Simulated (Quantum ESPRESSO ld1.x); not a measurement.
Values are calculated unless marked as measured or tabulated.
All-electron atom: K X in [Ne]. Code: ld1.x of Quantum ESPRESSO 7.5. Model: Dirac Kohn-Sham, PBE, spin-unpolarised, spherical densities, point nucleus.

X-ray form factor f0, the Fourier transform of the density (f0(0) = 10):

| sin(theta)/lambda (1/angstrom) | f0 (electrons) |
|---|---|
| 0.05 | 9.977 |
| 0.1 | 9.909 |
| 0.15 | 9.798 |
| 0.2 | 9.645 |
| 0.25 | 9.453 |
| 0.3 | 9.226 |
| 0.4 | 8.682 |
| 0.5 | 8.050 |
| 0.6 | 7.365 |
| 0.8 | 5.974 |
| 1 | 4.718 |
| 1.25 | 3.482 |
| 1.5 | 2.628 |
| 2 | 1.734 |
